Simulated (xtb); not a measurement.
CH₇NOSn, SMILES C[O][SnH2][NH2]. All values are semi-empirical tight-binding results from xtb (GFN2-xTB unless named), good for trends rather than for accurate numbers. Coordinates come from a GFN2-xTB optimisation. The structure was generated by enumeration; whether it is a known compound was not checked. One conformer was computed; it need not be the lowest.

Optimised geometry:

```xyz
11

Sn     0.2381     0.0627     0.4828
N      1.8533     0.1072    -0.7019
O     -1.3117    -0.6282    -0.5354
C     -2.0039    -0.0174    -1.5830
H      0.3596    -1.1895     1.5485
H     -0.0226     1.5794     1.1741
H      2.1155     1.0089    -1.0783
H      1.8059    -0.5434    -1.4761
H     -2.7499    -0.7356    -1.9264
H     -2.5185     0.8910    -1.2607
H     -1.3521     0.2335    -2.4255
```

For metal compounds this method's bond lengths and energies can be far off.

The orbital gap is 4.81 eV and the zero-point energy is 47.3 kcal/mol. The G − E(el) at 298.15 K (modified RRHO) comes out as 26.4 kcal/mol.

Task: Give the atomic charges and the Wiberg bond orders between heavy atoms. (Estimate from the structure and the level; the computed values follow.)

Result: charges (e) Sn1 0.26, N2 -0.37, O3 -0.40, C4 0.07, H5 0.04, H6 0.01, H7 0.16, H8 0.17, H9 0.04, H10 0.01, H11 0.01. Bond orders Sn1–N2 0.94, Sn1–O3 0.85, O3–C4 1.02.
